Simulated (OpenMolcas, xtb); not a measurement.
C2H2Cl2Sn (SMILES C#[C][SnH]([Cl])[Cl]): methods side by side

C2H2Cl2Sn: 7 atoms, total charge 0, spin state singlet. As SMILES, `C#[C][SnH]([Cl])[Cl]`. The coordinates come from a PBE0-D4/def2-TZVP relaxation.

Quantity: the dipole moment, in D. The values are calculated.

```csv
level,kind,program,value (D),CPU time
GFN0-xTB,semi-empirical,xtb,1.68,under 2 s
"HF/def2-SVP (RICD fitting, core potential)",Hartree–Fock,OpenMolcas,3.10,3 s
SVWN5/def2-SVP (core potential),LDA,OpenMolcas,2.50,35 s
BLYP/def2-SVP (core potential),GGA,OpenMolcas,2.41,50 s
PBE/def2-SVP (core potential),GGA,OpenMolcas,2.52,48 s
TPSS/def2-SVP (core potential),meta-GGA,OpenMolcas,2.64,61 s
BHLYP/def2-SVP (core potential),global hybrid,OpenMolcas,2.81,46 s
```

The values span 1.68 to 3.10 D. Magnitudes only. CPU times are rough (shared hosts, several kinds of processor and program).
